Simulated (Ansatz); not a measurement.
Cartesian coordinates in Å:
```
C -1.612 1.439 -0.527
C -0.732 0.654 -0.239
Zr 0.845 -0.755 0.277
F 1.298 -0.540 2.099
F 2.359 -0.413 -0.802
F 0.228 -2.516 -0.026
H -2.386 2.130 -0.781
```

The species carries charge 0 and has multiplicity 1. Zr takes the def2 core potential.

(1) List the B3LYP/def2-TZVPP orbital energies in eV (Ansatz 0.2.0). (Best estimate.)

Answers

(1) The calculation gave: Occupied: -671.72, -671.72, -671.72, -277.57, -276.75, -59.75, -37.12, -37.12, -36.33, -31.54, -30.82, -30.82, -20.69, -15.23, -13.01, -13.01, -12.77, -12.48, -12.48, -12.12, -11.79, -11.79, -11.79, -10.65, -8.46, -8.46. Lowest empty: -2.28, -2.28, -0.84, -0.59, -0.59, -0.52, 0.81, 0.81.

B3LYP here is the variant with VWN-RPA as its local correlation; programs differ in this.
